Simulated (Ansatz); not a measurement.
`N[SiH](O)Br` and `N[SiH](O)[SiH2][SiH3]` differ in one atom or group.

Ansatz, PBE0-D4/def2-TZVP geometries, multiplicity 1. Each molecule was computed in one conformer, which needn't be the lowest.

Scalar relativity is left out up to krypton.

| property | `N[SiH](O)Br` |
| --- | --- |
| size of the dipole moment (B3LYP/def2-TZVPP) / D | 2.59 |
| HOMO energy (PBE0/def2-TZVPP) / eV | -7.99 |
| size of the dipole moment (PBE/def2-TZVPP) / D | 2.57 |
| HOMO–LUMO gap (PBE0/def2-TZVPP) / eV | 8.65 |
| HOMO–LUMO gap (B3LYP/def2-TZVPP) / eV | 8.05 |
| HOMO energy (PBE/def2-TZVPP) / eV | -6.52 |

(1) What does the change do to each property? (Best estimate.)

## Answers

(1) The calculation gave: 
```csv
property,`N[SiH](O)[SiH2][SiH3]`,shift
size of the dipole moment (B3LYP/def2-TZVPP) / D,2.62,0.03
HOMO energy (PBE0/def2-TZVPP) / eV,-7.18,0.81
size of the dipole moment (PBE/def2-TZVPP) / D,2.66,0.09
HOMO–LUMO gap (PBE0/def2-TZVPP) / eV,7.17,-1.48
HOMO–LUMO gap (B3LYP/def2-TZVPP) / eV,6.76,-1.29
HOMO energy (PBE/def2-TZVPP) / eV,-5.97,0.55
```

With PBE0 the HOMO rises by 0.81 eV and the LUMO falls by 0.68 eV, so the gap narrows by about 1.49 eV. PBE moves the HOMO by 0.55 eV and ωB97M-V by 1.09 eV. Dipoles are sizes alone; their direction can turn.

B3LYP here is the variant with VWN-RPA as its local correlation; programs differ in this.

Spin–orbit coupling is left out; it splits and shifts lone-pair levels of the heavy atoms by tenths of an eV.
